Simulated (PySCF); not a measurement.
SCF from a fresh guess for quintet OsH₅⁻, at the PBE0 minimum. PySCF input:

```python
from pyscf import gto, scf, dft
mol = gto.M(atom='''
Os     0.000000    -0.000000     0.005940
H     -0.000000    -0.000000     1.705280
H      1.518070     0.000000    -0.709260
H     -0.000000     1.518070    -0.709260
H     -1.518070     0.000000    -0.709260
H      0.000000    -1.518070    -0.709260''',
    basis={'Os': 'def2-TZVPD', 'H': 'def2-TZVPD'},
    ecp={'Os': 'def2-TZVPD'},
    charge=-1, spin=4)
mf = dft.UKS(mol, xc='B3LYP')
mf.grids.atom_grid = (50, 194)
aux = {'Os': 'def2-universal-JKFIT', 'H': 'def2-universal-JKFIT'}
mf = mf.density_fit(auxbasis=aux)
mf.conv_tol = 1e-08
mf.diis_space = 10
mf.max_cycle = 60
mf.init_guess = 'minao'
mf.verbose = 4
mf.kernel()
```

Excerpt of the output (cycles alone):

```
init E= -75.6540643744961
cycle= 1 E= -93.4926903613927  delta_E= -17.8  |g|= 0.446  |ddm|= 5.62
cycle= 2 E= -91.7760928362302  delta_E= 1.72  |g|= 1.68  |ddm|= 5.52
cycle= 3 E= -93.6481136327143  delta_E= -1.87  |g|= 0.0882  |ddm|= 5.36
cycle= 4 E= -93.6509139819631  delta_E= -0.0028  |g|= 0.0656  |ddm|= 0.143
cycle= 5 E= -93.6528068733414  delta_E= -0.00189  |g|= 0.0327  |ddm|= 0.0488
cycle= 6 E= -93.6536091445765  delta_E= -0.000802  |g|= 0.00479  |ddm|= 0.0503
cycle= 7 E= -93.6536402168393  delta_E= -3.11e-05  |g|= 0.000849  |ddm|= 0.0117
cycle= 8 E= -93.6536414357889  delta_E= -1.22e-06  |g|= 0.000232  |ddm|= 0.00259
cycle= 9 E= -93.6536415139781  delta_E= -7.82e-08  |g|= 5.83e-05  |ddm|= 0.000499
cycle= 10 E= -93.6536415207486  delta_E= -6.77e-09  |g|= 1.18e-05  |ddm|= 0.000189
Extra cycle  E= -93.6536415208865  delta_E= -1.38e-10  |g|= 1.5e-05  |ddm|= 3.38e-05
converged SCF energy = -93.6536415208865  <S^2> = 6.008885  2S+1 = 5.0035527
```

No lower solution of this spin was found from smeared starts or by a stability analysis within the unrestricted form.

Other spin states or occupations of the open shell can lie lower. With an element this heavy the missing spin–orbit coupling can shift these numbers.

The search for the lowest solution, 3 starts and the stability check together, took 20 s on 4 threads of a shared Intel Xeon @ 2.50GHz (Skylake/Cascade Lake) host, with 88 basis functions; the process peaked at 0.55 GiB.
